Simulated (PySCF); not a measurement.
# One molecule, several mistakes: B2GeH7Si

Calculated results; nothing here was measured. They come from PySCF 2.14.0, an open-source quantum chemistry program, on an isolated molecule that a program drew, which may never have been made. The molecule is B2GeH7Si (charge 0, doublet), drawn as the SMILES string `B[BH][GeH2][SiH2]`.

Each row is a Hartree-Fock (HF) and frozen-core CCSD(T) single point in the cc-pV(D+d)Z basis, meant for a local HF minimum. Run 1 is clean. Each other run has one planted mistake out of seven kinds, and not every kind appears here: one electron removed, one electron added, multiplicity raised by two, geometry at a saddle point, minimal basis STO-3G, one bond length entered in bohr, all coordinates scaled. The reference is restricted for singlets and unrestricted otherwise, and also for a bond in bohr. Adding or removing an electron swaps singlet and doublet. Electrons count all cores. HOMO and LUMO are orbital energies over both spins, the gradient is its largest component, and the lowest frequency (negative if imaginary) is given only where the gradient is small. Bond lengths are over the 10 bonds as drawn. T1 is the CCSD diagnostic: over 0.02 (restricted) or 0.045 (unrestricted) a single reference is doubtful. Germanium has the cc-pVDZ-PP basis, with a core potential (ECP10MDF) in place of its 10 inner electrons, and its 3s, 3p and 3d shells are frozen in CCSD(T).

Geometry of the clean run:
```xyz
11
B2GeH7Si, angstrom
B     0.9551    0.5683   -1.5236
B     1.0834   -0.2394   -0.0676
Ge   -0.1095    0.2569    1.5806
Si   -1.8805   -1.3664    1.7706
H     1.6584    1.5130   -1.7711
H     0.1400    0.2590   -2.3526
H     1.8290   -1.1669    0.0985
H    -0.7612    1.6442    1.4704
H     0.7021    0.2255    2.8840
H    -1.3721   -2.7493    1.9526
H    -2.8014   -1.3433    0.6060
```

```
run  electrons  basis functions  <S^2>  HOMO (eV)  LUMO (eV)  gradient (hartree/bohr)  lowest frequency (cm^-1)  mean bond (Å)  longest bond (Å)      T1  HF (hartree)  CCSD(T) (hartree)                          mistake
  1         63              109  0.761      -8.55       0.66                  2.1e-05                        45         1.5824             2.410  0.0165    -635.67059         -636.09573                         no fault
  2         64              109  0.000      -1.18       5.62                  3.3e-02                         -         1.5824             2.410  0.0323    -635.67324         -636.14173               one electron added
  3         63              109  0.761      -8.55       0.46                  3.3e-02                         -         1.7153             2.612  0.0166    -635.62162         -636.05432           all coordinates scaled
  4         63              109  1.447      -8.48       0.38                  1.6e-02                         -         1.6895             2.410  0.0588    -635.55497         -635.98036  one bond length entered in bohr
  5         63              109  3.793      -6.71      -1.84                  3.3e-02                         -         1.5824             2.410  0.0276    -635.54047         -635.95977       multiplicity raised by two
  6         62              109  0.000     -15.18      -6.56                  4.0e-02                         -         1.5824             2.410  0.0217    -635.39120         -635.80856                                ?
```

**Which mistake was planted in run 6, and what did it cost?**

It counts 62 electrons, one fewer than the clean run, at the same geometry and basis. So the mistake is: one electron removed. Subtracting run 1 and multiplying by 627.51 kcal/mol a hartree, the energy moved by 175.3 kcal/mol in HF and 180.2 kcal/mol in CCSD(T).

Cautions from the logs. Run 2: T1 is over the limit, so its CCSD(T) energy is less reliable; run 4: T1 is over the limit, so its CCSD(T) energy is less reliable; run 6: T1 is over the limit, so its CCSD(T) energy is less reliable.
